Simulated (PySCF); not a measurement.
Species: C6H12F2O.
Z-matrix (Å and degrees, PBE0-D3(BJ)/def2-SVP geometry), rows numbered from 1:
```
C 
C   1  1.5119
C   2  1.5197  1  112.82
F   3  1.3722  2  110.04  1    58.75
O   2  1.4178  1  109.75  3  -118.30
C   5  1.3843  2  118.20  1  -127.30
C   6  1.5179  5  113.28  2    64.56
C   6  1.5107  5  106.74  2  -169.78
F   6  1.3935  5  108.37  2   -53.87
H   1  1.1010  2  110.03  3    64.51
H   1  1.0991  2  110.09  3   -55.23
H   1  1.0996  2  110.88  3  -175.76
H   2  1.1030  1  109.92  3   119.73
H   3  1.1015  2  109.38  1   179.03
H   3  1.1039  2  109.74  1   -61.42
H   7  1.0987  6  109.92  5    61.28
H   7  1.0984  6  110.00  5  -178.67
H   7  1.0986  6  111.09  5   -59.18
H   8  1.0981  6  108.85  5    56.79
H   8  1.0982  6  110.35  5   176.84
H   8  1.0982  6  110.11  5   -62.27
```

Level: PBE0/pcSseg-1 in PySCF, non-relativistic, on one gas-phase PBE0-D3(BJ)/def2-SVP geometry that isn't relaxed in the solvent. The solvent is an IEF-PCM continuum (van der Waals radii × 1.2). Only the electrostatic response of the medium enters.

```csv
run,E − E(gas) (kcal/mol),HOMO (eV),HOMO–LUMO gap (eV),dipole (D)
gas,0.00,-8.05,9.37,2.44
P,-4.67,-8.00,9.61,2.95
Q,-3.94,-8.00,9.57,2.87
```

**Question.** The runs were made in methanol and tetrahydrofuran. Which run belongs to which solvent?

**Answer.** P = methanol, Q = tetrahydrofuran. The dielectric constants are 7.426 (tetrahydrofuran), 32.61 (methanol), and the energy falls further as ε rises. In this model the ground state sees the solvent through ε alone.

**Question.** How constant is the ratio of the lowering to (ε − 1)/(2ε + 1)?

**Answer.** 
```json
{"solvent": "tetrahydrofuran", "(ε − 1)/(2ε + 1)": "0.405", "E − E(gas) (kcal/mol)": "-3.94", "ratio (kcal/mol)": "-9.7", "polarisation term (kcal/mol)": "-4.24"}
{"solvent": "methanol", "(ε − 1)/(2ε + 1)": "0.477", "E − E(gas) (kcal/mol)": "-4.67", "ratio (kcal/mol)": "-9.8", "polarisation term (kcal/mol)": "-5.10"}
```

The ratio changes by +0.7 % in size from tetrahydrofuran to methanol. The polarisation term is half the interaction of the solute with the induced surface charges.
